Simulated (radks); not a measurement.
Removal energies from the cobalt ion Co11+, [Ne] 3s2 3p4, by Delta-SCF beside the eigenvalue of the level emptied. All-electron calculation, scalar-relativistic Kohn-Sham, PBE, spin-polarised, spherical densities, finite nucleus; Fermi nuclear charge, rms radius of each element as measured or else 0.836 A^(1/3) + 0.57 fm. Program: a radial shooting solver on a logarithmic mesh with Libxc functionals. Open shells are filled with parallel spins first.

| removed from | final configuration | Delta-SCF (eV) | -eigenvalue (eV) |
|---|---|---|---|
| 3p | [Ne] 3s2 3p3 | 335.72 | 320.78 |
| 3s | [Ne] 3s1 3p4 | 374.30 | 359.50 |
| 2p | [He] 2s2 2p5 3s2 3p4 | 1120.6 | 1077.4 |
| 2s | [He] 2s1 2p6 3s2 3p4 | 1243.4 | 1205.7 |
